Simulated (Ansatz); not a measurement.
Reaction (cleavage of the Si–Si bond): `CB[SiH2][SiH2]Cl` + H₂S → `CB[SiH2]S` + `[SiH3]Cl`

Computed with Ansatz on PBE0-D4/def2-TZVP structures; ΔE is electronic, products minus reactants. CCSD(T)/CBS is the MP2 limit (def2-TZVPP, def2-QZVPP) plus CCSD(T) − MP2 in def2-TZVPP, frozen cores. This one scheme is used for every species. Functionals use def2-TZVPP. One conformer a species, not always the lowest.

CCSD(T)/CBS gives -47.4 kJ/mol.

Q: Another level gave -53.4 kJ/mol. Which?
A. PBE/def2-TZVPP
B. r2SCAN/def2-TZVPP
C. MP2/def2-TZVPP
D. HF/def2-TZVPP

A: C. MP2/def2-TZVPP -53.4, r2SCAN -44.7, PBE -36.9, HF/def2-TZVPP -64.3 kJ/mol.

Largest T1 diagnostic among the species: 0.012.

The D4 term adds +5.2 kJ/mol with B3LYP and +3.4 kJ/mol with PBE0; it sums over pairs of atoms, weighted by their polarisabilities, and B3LYP, whose exchange is more repulsive, gets the larger term. In def2-TZVPP, CCSD(T) changes the Hartree–Fock value by +18.7 kJ/mol (the triples alone add +2.2 kJ/mol) and MP2 by +10.9 kJ/mol.

B3LYP here is the variant with VWN-RPA as its local correlation; programs differ in this.
